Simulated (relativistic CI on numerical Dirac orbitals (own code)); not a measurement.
# Ru⁴⁺: M2,3 absorption edge

Computed with this model: Dirac-Coulomb-Breit CI, orbitals from a KLI potential per configuration, model QED (radiative potential, 1s self-energy scaled to tabulated hydrogen-like ionisation energies), valence Slater integrals scaled by 0.9, multiplet model of core-to-valence dipole absorption; configurations [Kr] 4d4 → [Ne] 3s2 3p5 3d10 4s2 4p6 4d5; 300 K; Lorentzian 1.2 eV and Gaussian 0.4 eV FWHM. Energies are those of the free ion, without screening or charge transfer. The branching ratio is the share of the lower-energy edge in the whole absorption, uncertain by about 0.02 where the edges overlap. S is read from ⟨S²⟩ = S(S + 1).

Field parameters in Wybourne normalisation: D3d B²₀ = −7Dσ, B⁴₀ = −14Dq − 21Dτ, B⁴₃ = −14√(10/7) Dq; D4h B²₀ = −7Ds, B⁴₀ = 21(Dq − Dt), B⁴₄ = 21√(5/14) Dq; Td as Oh with Dq negative (B⁴₀ = 21Dq, B⁴₄ = √(5/14) B⁴₀). The field is a parameter set, without covalency.

free ion: ground-state S = 1.98, centroid 473.02 eV, branching ratio 0.839. Peaks (eV, height): 467.0 (42), 469.2 (100), 492.8 (21), 494.5 (10).

Td, 10Dq = -14550 cm⁻¹: ground-state S = 1.52, centroid 472.34 eV, branching ratio 0.863. Peaks (eV, height): 468.8 (100), 491.8 (9), 493.2 (10).

D4h, 10Dq = 15200, Ds = -1480, Dt = -610 cm⁻¹: ground-state S = 1.94, centroid 474.82 eV, branching ratio 0.770. Peaks (eV, height): 468.8 (100), 470.5 (51), 491.2 (21), 493.8 (15).

Td, 10Dq = -17350 cm⁻¹: ground-state S = 0.33, centroid 473.52 eV, branching ratio 0.810. Peaks (eV, height): 469.0 (100), 491.5 (26).

D3d, 10Dq = 14350, Dσ = -680, Dτ = 120 cm⁻¹: ground-state S = 1.91, centroid 474.22 eV, branching ratio 0.790. Peaks (eV, height): 469.0 (100), 490.0 (15), 491.8 (18).

D4h, 10Dq = 11700, Ds = 2320, Dt = -80 cm⁻¹: ground-state S = 1.98, centroid 474.89 eV, branching ratio 0.764. Peaks (eV, height): 469.0 (100), 490.2 (17), 492.0 (25).

The statistical ratio of this edge is 2/3 = 0.667. Values above it arise where the holes sit mainly in the j = l + 1/2 valence subshell or the ground state has high spin; values below it where core-valence Coulomb terms move weight to the upper edge, as in nearly empty shells.

Strongest unbroadened transitions for Td, 10Dq = -17350 cm⁻¹:

```csv
Energy (eV),Relative strength
468.21,2.7
468.32,7.9
468.63,100.0
468.72,22.5
468.85,14.3
469.01,10.8
469.11,82.4
469.13,70.7
469.25,3.3
469.41,19.1
469.54,8.3
469.61,4.1
469.86,13.0
471.97,5.0
472.26,3.2
491.45,16.9
491.52,53.7
492.00,10.5
```
